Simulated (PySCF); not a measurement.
# Correlation energy of B⁺ (boron, charge +1)

[He] 2s2, closed-shell 1S. Calculation: PySCF 2.14, in def2-QZVPPD (8s4p4d2f1g, 63 functions); no relativity, point nucleus. Frozen: nothing; 4 electrons correlated.

```json
{"level": "CCSD", "correlation energy (mhartree)": "-78.95"}
{"level": "(T)", "correlation energy (mhartree)": "-0.41"}
{"level": "CCSD(T)", "correlation energy (mhartree)": "-79.36"}
```

Diagnostics: T1 = 0.0090, D1 = 0.0180, largest double amplitude 0.147.

Cost of the coupled-cluster step: roughly 1.2 core-seconds, for 4 correlated electrons.

This basis was not built for core-valence correlation, so the inner-shell part is incomplete.
